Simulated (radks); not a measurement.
Values are calculated unless marked as measured or tabulated.
Neutral potassium inside a hard spherical wall (all orbitals vanish at R), configuration held at [Ar] 4s1 and not refilled when levels cross. Level of theory: scalar-relativistic Kohn-Sham, r2SCAN, spin-polarised, spherical densities, finite nucleus; open shells are filled with parallel spins first; meta-GGA in the generalised Kohn-Sham scheme; Fermi nuclear charge, rms radius 3.4349 fm (a radial shooting solver on a logarithmic mesh with Libxc functionals). Eigenvalues in eV for spin up, with the zero of energy where the potential of the charges vanishes at infinity; a dash marks a level that is unbound or too diffuse for the functional's potential to be trusted. A positive occupied level is held by the wall or, in an anion where self-interaction has pushed it up, behind a barrier. The pressure on the wall is -dE/dV.

R (bohr)  E (hartree)  kinetic (hartree)    e(2p)    e(3s)    e(3p)   e(4s)  e(4p, empty)  e(5s, empty)  pressure (GPa)
free       -602.27879            605.917  -283.91  -36.758  -19.444  -2.595        -0.913             -               0
20         -602.27879            605.917  -283.91  -36.757  -19.444  -2.595        -0.911         0.375        < 0.0001
15         -602.27872            605.918  -283.90  -36.746  -19.432  -2.587        -0.878         0.879        0.000667
12         -602.27789            605.925  -283.82  -36.664  -19.352  -2.533        -0.722         1.965          0.0117
8          -602.25987            606.007  -283.07  -35.948  -18.651  -1.786         0.750         8.246           0.510
4          -601.77448            607.574  -277.68  -31.671  -14.500  12.035        19.632        64.272            79.7
2.5        -598.34256            618.910  -254.13  -16.030    2.630  75.855        89.058        227.42            2550
